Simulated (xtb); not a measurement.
Input file for xtb: GFN2-xTB on GaGeH5 (SMILES [GaH2][GeH3]), a point of a torsion scan.

```
$ xtb mol.xyz --gfn 2 --sp --chrg 0 --uhf 0
7

Ga     1.41132123    -0.08148929    -0.00551852
Ge    -1.00690807     0.10343071     0.00228106
H      2.41478962     1.15062082     0.05247131
H      2.19778257    -1.46203455    -0.06931789
H     -1.67194334     0.45105384    -1.31187460
H     -1.74335230    -1.15228207     0.41251984
H     -1.59006154     1.13761316     0.93972713
```

Task: What total energy does the run end on?

Result: -5.6366 hartree.
